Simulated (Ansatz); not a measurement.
SnH$_{6}$S, singlet: at the end structure of a reaction step.

in.yaml

```yaml
crystal:
  periodic: [false, false, false]
  atoms:
    - {symbol: Sn, position_ang: [-1.185680, 0.059567, -0.830269]}
    - {symbol: S, position_ang: [1.916658, -0.721915, 1.324955]}
    - {symbol: H, position_ang: [-0.637192, -1.481968, -1.296190]}
    - {symbol: H, position_ang: [-1.620623, 0.064628, 0.816593]}
    - {symbol: H, position_ang: [-2.560828, 0.465429, -1.761545]}
    - {symbol: H, position_ang: [2.600445, 0.212146, 0.647091]}
    - {symbol: H, position_ang: [0.023343, 1.226847, -1.114098]}
    - {symbol: H, position_ang: [1.463877, 0.175367, 2.213564]}
basis:
  gaussian: {orbitals: def2-TZVPP}
hamiltonian: {xc: {name: B97M-V}}
```

Launched with

```bash
ansatz run in.yaml --threads 2 --pin off --events-out ev --progress --plain --max-ram 4352MiB
```

Output of Ansatz 0.2.0:

```
Functional definition: B97M-V
  name "B97M-V"
  cite "Mardirossian & Head-Gordon, J. Chem. Phys. 142, 074111 (2015) doi:10.1063/1.4907719"
  cite "Becke, J. Chem. Phys. 107, 8554 (1997) doi:10.1063/1.475007"
  cite "Vydrov & Van Voorhis, J. Chem. Phys. 133, 244103 (2010) doi:10.1063/1.3521275"
  # Of w^i u^j: cxij and so on, Table III.
  parameter cx00 = 1.000
  parameter cx01 = 1.308
  parameter cx02 = 1.901
  parameter cx10 = 0.416
  parameter cx11 = 3.070
  parameter css00 = 1.000
  parameter css02 = -1.855
  parameter css10 = -5.668
  parameter css32 = -20.497
  parameter css42 = -20.364
  parameter cos00 = 1.000
  parameter cos01 = 1.573
  parameter cos03 = -6.298
  parameter cos10 = 2.535
  parameter cos32 = -6.427
  parameter b = 6.0
  parameter c = 0.01
  gx(w, u) = cx00 + cx01*u + cx02*u^2 + (cx10 + cx11*u)*w
  gss(w, u) = css00 + css02*u^2 + css10*w + (css32*w^3 + css42*w^4)*u^2
  gos(w, u) = cos00 + cos01*u + cos03*u^3 + cos10*w + cos32*w^3*u^2
  exchange = spin_sum(e_x_unif_s*gx(b97_w, b97_u_x))
  correlation = spin_sum(e_c_pw_mod_same_spin*gss(b97_w, b97_u_same))
      + integral(e_c_pw_mod_opposite_spin*gos(b97_w_opposite, b97_u_opposite)) + vv10(b, c)
1026 factors; their error is unknown
mean field evaluation 1: about -16760.4905 eV, gradient 1.9e1 eV
mean field evaluation 2: about -16761.1817 eV, gradient 1.4e1 eV
mean field evaluation 4: about -16761.6632 eV, gradient 7.2e-1 eV
mean field evaluation 8: about -16761.6649 eV, gradient 2.1e-1 eV
mean field evaluation 16: about -16761.6649 eV, gradient 2.2e-5 eV
mean field -16761.66494337 eV, -615.9798252044 hartree, gradient 2.4e-5 eV, S^2 0.000000; 0 other end points of the search recorded, 0 dependent functions left out
reference -16761.66501990 eV, -615.9798280168 hartree; 22, 22 occupied and 154, 154 virtual orbitals, 1026 factors
Total energy: -16761.66501990 eV, -615.9798280168 hartree
```

The lines “mean field evaluation” count trial sets of orbitals through the whole run, from several starts and some on an approximate energy, so they need not fall steadily or lie above the final value.

The run took about 5.5 s on 2 CPU threads (shared host).
